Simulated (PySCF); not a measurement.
Electron correlation in F⁺ (fluorine, charge +1)

[He] 2s2 2p4, high-spin 3P determinant. Computed with PySCF 2.14 in cc-pVDZ-DK (3s2p1d, 14 functions), with scalar relativity by spin-free X2C-1e. Frozen: 1s2; 6 electrons correlated.

MP2 pair energies summed by pair of shells (mhartree):

| pair | energy | share (%) |
| --- | --- | --- |
| 2p-2p | -46.99 | 47.7 |
| 2s-2p | -44.19 | 44.8 |
| 2s-2s | -7.41 | 7.5 |

Total MP2 correlation energy: -98.58 mhartree.

Same-spin part -24.30 and opposite-spin part -74.29 mhartree; SCS-MP2 scales them by 1/3 and 6/5 to -97.24 mhartree.

```
  level  correlation energy (mhartree)
   CCSD                        -112.40
    (T)                          -0.78
CCSD(T)                        -113.18
```

Diagnostics: T1 = 0.0035, D1 = 0.0058, largest double amplitude 0.042.

Cost of the coupled-cluster step: 0.07 s of wall time on 1 thread of Neoverse-V2 (shared host), for 6 correlated electrons.

Iterations:

```
CC2 = 0
CCSD nocc = (np.int64(4), np.int64(2)), nmo = (13, 13)
frozen orbitals [[0], [0]]
max_cycle = 100
direct = 0
conv_tol = 1e-08
conv_tol_normt = 1e-06
diis_space = 8
diis_start_cycle = 0
Init t2, MP2 energy = -0.098584147737821
Init E_corr(UCCSD) = -0.0985841477392716
cycle = 1  E_corr(UCCSD) = -0.109805704712969  dE = -0.011221557  norm(t1,t2) = 0.0199937
cycle = 2  E_corr(UCCSD) = -0.111732725371308  dE = -0.00192702066  norm(t1,t2) = 0.0055703
cycle = 3  E_corr(UCCSD) = -0.112426480836485  dE = -0.000693755465  norm(t1,t2) = 0.00224414
cycle = 4  E_corr(UCCSD) = -0.11239923278428  dE = 2.72480522e-05  norm(t1,t2) = 0.000558166
cycle = 5  E_corr(UCCSD) = -0.112404167777787  dE = -4.93499351e-06  norm(t1,t2) = 7.90314e-05
cycle = 6  E_corr(UCCSD) = -0.112403955620259  dE = 2.12157528e-07  norm(t1,t2) = 1.06115e-05
cycle = 7  E_corr(UCCSD) = -0.112404037669448  dE = -8.20491883e-08  norm(t1,t2) = 1.36098e-06
cycle = 8  E_corr(UCCSD) = -0.112404020154032  dE = 1.75154159e-08  norm(t1,t2) = 2.20205e-07
cycle = 9  E_corr(UCCSD) = -0.112404020247378  dE = -9.33460115e-11  norm(t1,t2) = 4.12132e-08
UCCSD converged
E(UCCSD) = -98.99998328280883  E_corr = -0.1124040202473777
UCCSD(T) correction = -0.000780213424447541
```
